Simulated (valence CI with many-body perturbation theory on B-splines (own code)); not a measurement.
Se: calculation against measured levels

Calculated by relativistic CI+MBPT: six valence electrons over a frozen Dirac-Fock core [Ar] 3d10, radial functions for each j: 9 s, 9 p, 8 d, 6 f, 3 g, 1 h, with the one-electron correlation potential Σ1 (screened to all orders), the two-electron term Σ2, the three-electron term Σ3, Breit, model QED; selected single and double excitations, second order for the rest, scaled by the run's own slope (own B-spline code, finite nucleus).

Set against measurement, 24 paired levels are off by 203 cm⁻¹ on average, the worst by 344. These come from a selection out of the NIST Handbook of Basic Atomic Spectroscopic Data. Levels without a partner in it may be off by more. Among the levels kept, up to 1600 cm⁻¹ of a level comes from second order outside the variational space, and about a tenth of that is noise between levels of different J, which matters for small intervals.

Measured levels: NIST Handbook of Basic Atomic Spectroscopic Data (Sansonetti and Martin, J. Phys. Chem. Ref. Data 34, 1559 (2005)). Pairs share parity and J, and are chosen by configuration, term and nearness in energy; levels without a clear partner are left out. Energies in cm⁻¹ above the measured ground level.

```
  Computed label  Label in the source  Measured  Computed  Difference
    4s2 4p4 3P_2               4p4 3P         0       0.0           0
    4s2 4p4 3P_1               4p4 3P    1989.5    1958.7         -31
    4s2 4p4 3P_0               4p4 3P    2534.4    2557.2         +23
    4s2 4p4 1D_2               4p4 1D    9576.1    9594.6         +18
    4s2 4p4 1S_0               4p4 1S   22446.2   22597.5        +151
4s2 4p3 5s 5S°_2      4p3(4S°) 5s 5S°   48182.4   47983.9        -199
4s2 4p3 5s 3S°_1      4p3(4S°) 5s 3S°   50997.2   50852.1        -145
 4s2 4p3 5p 5P_1       4p3(4S°) 5p 5P   59243.0   58932.6        -310
 4s2 4p3 5p 5P_2       4p3(4S°) 5p 5P   59288.0   58985.5        -303
 4s2 4p3 5p 5P_3       4p3(4S°) 5p 5P   59391.5   59047.5        -344
 4s2 4p3 5p 3P_1       4p3(4S°) 5p 3P   60622.5   60319.8        -303
 4s2 4p3 5p 3P_2       4p3(4S°) 5p 3P   60677.6   60381.9        -296
 4s2 4p3 5p 3P_0       4p3(4S°) 5p 3P   60696.2   60409.9        -286
4s2 4p3 5s 3D°_1      4p3(2D°) 5s 3D°   61681.5   61673.4          -8
4s2 4p3 5s 3D°_2      4p3(2D°) 5s 3D°   61828.7   61748.7         -80
4s2 4p3 5s 3D°_3      4p3(2D°) 5s 3D°   62247.8   62111.7        -136
4s2 4p3 4d 5D°_4      4p3(4S°) 4d 5D°   63370.2   63034.8        -335
4s2 4p3 4d 5D°_2      4p3(4S°) 4d 5D°   63373.4   63146.2        -227
4s2 4p3 4d 5D°_0      4p3(4S°) 4d 5D°   63381.1   63056.1        -325
4s2 4p3 4d 5D°_1      4p3(4S°) 4d 5D°   63383.0   63148.4        -235
4s2 4p3 4d 5D°_3      4p3(4S°) 4d 5D°   63387.6   63114.5        -273
4s2 4p3 5s 1D°_2      4p3(2D°) 5s 1D°   63479.5   63384.3         -95
4s2 4p3 4d 3D°_2      4p3(4S°) 4d 3D°   65278.2   65024.6        -254
4s2 4p3 4d 3D°_1      4p3(4S°) 4d 3D°   65299.8   65079.2        -221
4s2 4p3 4d 3D°_3      4p3(4S°) 4d 3D°   65340.0   65068.5        -271
```

Over 24 excited levels the mean absolute difference is 203 cm⁻¹, the median 231 and the largest 344. The comparison draws on a selection of the measured levels: 25 of the 27 computed ones have a partner in it, and others may be off by more.

Rates against NIST Handbook of Basic Atomic Spectroscopic Data (Sansonetti and Martin, J. Phys. Chem. Ref. Data 34, 1559 (2005)):

| λ vac, measured (nm) | Upper | Lower | A computed (s⁻¹) | A tabulated (s⁻¹) |
| --- | --- | --- | --- | --- |
| 196.09 | 4s2 4p3 5s 3S°_1 | 4s2 4p4 3P_2 | 2.92e+08 | 2.13e+08 |
| 204.05 | 4s2 4p3 5s 3S°_1 | 4s2 4p4 3P_1 | 1.42e+08 | 9.80e+07 |
| 206.34 | 4s2 4p3 5s 3S°_1 | 4s2 4p4 3P_0 | 4.79e+07 | 3.30e+07 |
| 207.54 | 4s2 4p3 5s 5S°_2 | 4s2 4p4 3P_2 | 1.51e+06 | 1.70e+06 |
| 216.48 | 4s2 4p3 5s 5S°_2 | 4s2 4p4 3P_1 | 2.72e+05 | 3.20e+05 |
